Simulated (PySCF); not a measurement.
# A series of derivatives of NCC(CN)N[SiH3]

Parent skeleton `[NH2:1][CH2:2][CH:3]([CH2:4][NH2:5])[NH:6][SiH3:7]`; one hydrogen on atom 7 is replaced by X. Hydrogens on one atom are averaged.

Relativity neglected, no solvent, one averaged value for each set of equivalent atoms, one computed conformer. Shieldings: GIAO PBE0/pcSseg-1; coordinates at the GFN2-xTB level; PySCF 2.14.0 with density-fitted response routines.

References, each an isolated molecule treated in the same way: NH3 for ¹⁵N (σ = 267.73 ppm); ¹³C (σ = 186.93 ppm) and ²⁹Si (σ = 349.16 ppm) and ¹H (σ = 31.72 ppm) vs TMS.

Task: Give δ (ppm) for X = SH, ethynyl, CH3, NH2, F, PH2, CN, OH.

Result: 
```
      X             SMILES  N1/N5  C2/C4    C3    N6    Si7  H(C2)/H(C4)  H(C3)  H(Si7)
     SH    NCC(CN)N[SiH2]S   29.8   46.9  62.0  45.6  -33.7         3.04   2.28    5.24
ethynyl  C#C[SiH2]NC(CN)CN   36.8   55.1  61.5  37.0  -60.9         3.07   2.27    5.20
    CH3    C[SiH2]NC(CN)CN   28.9   52.0  58.4  29.8  -35.5         2.93   2.65    4.88
    NH2    NCC(CN)N[SiH2]N   34.9   51.8  61.0  35.0  -42.5         2.83   2.88    5.26
      F    NCC(CN)N[SiH2]F   32.4   51.3  68.8  32.2  -15.0         2.43   1.93    5.39
    PH2    NCC(CN)N[SiH2]P   38.0   54.7  69.3  29.5  -34.2         2.57   1.98    5.60
     CN  N#C[SiH2]NC(CN)CN   36.9   60.5  57.1  39.3  -65.3         3.20   2.88    5.02
     OH    NCC(CN)N[SiH2]O   38.3   50.9  61.8  46.9  -38.6         2.85   2.89    5.14
```

Task: Which position responds most, and to which substituents?

Result: Si7: from -65.3 ppm with CN to -15.0 ppm with F.

Experimental scales use liquid or dissolved standards, which lie at an offset from isolated NH3 (liquid NH3: subtract about 20 ppm).
